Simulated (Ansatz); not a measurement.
Ansatz (a first-principles code) input (PBE/6-31G*):

Ansatz 0.2 input:
```yaml
crystal:
  periodic: [false, false, false]
  atoms:
    - {symbol: Cl, position_ang: [1.97290900, 0.33833400, -0.18356200]}
    - {symbol: C, position_ang: [0.46845000, 0.60372500, 0.56218300]}
    - {symbol: Br, position_ang: [-1.05216200, -0.29305200, -0.05305000]}
    - {symbol: H, position_ang: [0.47551900, 0.88278700, 1.60422400]}
basis:
  gaussian:
    orbitals: 6-31G*
hamiltonian:
  xc: {name: PBE}
magnetization: {spin_polarized: true, initial_magnetization: 1}
output: {forces: true}
```

Output:

```
Functional definition: PBE
integrals: 0.02 GiB planned
788 factors; their error is unknown
mean field: 0.18 GiB planned
mean field evaluation 1: about -83592.4144 eV, gradient 2.3e1 eV
mean field evaluation 2: about -83585.9962 eV, gradient 4.0e1 eV
mean field evaluation 4: about -83594.9596 eV, gradient 1.0e0 eV
mean field evaluation 8: about -83594.9652 eV, gradient 3.5e-2 eV
mean field evaluation 16: about -83594.9337 eV, gradient 5.5e-5 eV
mean field -83594.93369533 eV, -3072.0571506220 hartree, gradient 6.4e-6 eV, S^2 0.752718; 0 other end points of the search recorded, 0 dependent functions left out
the calculation of the forces begins
reference -83594.93371856 eV, -3072.0571514759 hartree; 30, 29 occupied and 41, 42 virtual orbitals, 788 factors
Total energy: -83594.93371856 eV, -3072.0571514759 hartree
Atom 0 at     1.972909     0.338334    -0.183562 Å, force     0.352473    -0.041072    -0.146503 eV/Å
Atom 1 at     0.468450     0.603725     0.562183 Å, force    -0.146588     0.032505    -0.224956 eV/Å
Atom 2 at    -1.052162    -0.293052    -0.053050 Å, force    -0.204106    -0.098665    -0.051480 eV/Å
Atom 3 at     0.475519     0.882787     1.604224 Å, force    -0.001779     0.107233     0.422939 eV/Å
Dipole moment:     0.008161     0.022625     0.183750 e Å
```

The geometry given is a B3LYP-D3(BJ)/def2-TZVP minimum.
